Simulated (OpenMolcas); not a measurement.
## S+: effect of the active space

* Program: OpenMolcas
* Method: CASSCF or its RAS form
* Basis: ANO-RCC
* Scalar Hamiltonian: DKH2, point nucleus
* Spin-orbit coupling: state interaction with AMFI integrals over the reference wave functions, term energies averaged over their components

A. 5 electrons in 8 orbitals (3s 3p 4s 4p); 2S+1 = 4 odd, 1 root; 2S+1 = 2 odd, 8 roots; 2S+1 = 4 even, 3 roots; 2S+1 = 2 even, 6 roots; cost of the order of 40 core-seconds
B. 3 electrons in 9 orbitals (RAS2 3p; RAS3 3d 4s, at most 1 electron); 2S+1 = 4 odd, 1 root; 2S+1 = 2 odd, 8 roots; 2S+1 = 4 even, 18 roots; 2S+1 = 2 even, 54 roots; cost about 50 core-seconds
C. 5 electrons in 9 orbitals (RAS2 3s 3p; RAS3 3d, at most 2 electrons); 2S+1 = 4 odd, 1 root; 2S+1 = 2 odd, 8 roots; 2S+1 = 4 even, 3 roots; 2S+1 = 2 even, 8 roots; cost about 40 core-seconds

Energies in cm-1 above 3s2 3p3 4S* 3/2, the measured ground level; measured values from NIST Handbook of Basic Atomic Spectroscopic Data.

```json
{"Level": "3s2 3p3 4S* 3/2", "A": "0.0", "B": "0.0", "C": "0.0", "Measured": "0.0"}
{"Level": "3s2 3p3 2D* 3/2", "A": "18707", "B": "19230", "C": "18162", "Measured": "14853"}
{"Level": "3s2 3p3 2D* 5/2", "A": "18751", "B": "19248", "C": "18183", "Measured": "14885"}
{"Level": "3s2 3p3 2P* 1/2", "A": "25365", "B": "31903", "C": "28392", "Measured": "24525"}
{"Level": "3s2 3p3 2P* 3/2", "A": "25399", "B": "31927", "C": "28408", "Measured": "24572"}
```

Deviations, from unrounded energies. A percentage is the sum of absolute deviations over the sum of measured energies, with the sign that they share, or ± where signs differ.

| Against measurement | Levels | A | B | C |
| --- | --- | --- | --- | --- |
| mean absolute deviation (cm-1) | 4 | 2300 | 5900 | 3600 |
| other terms of the ground configuration (%) | 4 | +11.9 | +29.8 | +18.2 |

A lies closest to measurement on these levels and B furthest from it. The largest miss of A in the table is 3s2 3p3 2D* 5/2, by +3900 cm-1. The ranking rests on the paired levels alone, and a cruder setting can come out closer through cancelling errors.

Among A to C the level of the table that moves most is 3s2 3p3 2P* 1/2, by 6500 cm-1 (lowest in A, highest in B).

Without dynamic correlation excited terms often stand tens of per cent too high (terms of higher spin than the ground term too low), and those without a measured partner can miss by more than the paired ones. Active for correlation alone: 4p 4s; no level in the range computed is led by a configuration that fills them, so any true level of that kind is missing (holds for A). With the s shell closed, the reference lacks s² → p² mixing (holds for B). The run also gave levels led by 3s2 3p2 3d, which use shells meant for correlation; these and all levels above them are left out (holds for C). Computed and measured levels are paired by configuration, term and J; levels that our copy of the source lacks, or whose pairing is in doubt (as where it misses far off the trend of its configuration), stay unpaired and out of the deviations. Levels of configurations outside the active space are missing. Levels that lie high or do not pair safely by name in every column are left out.

* marks odd parity.
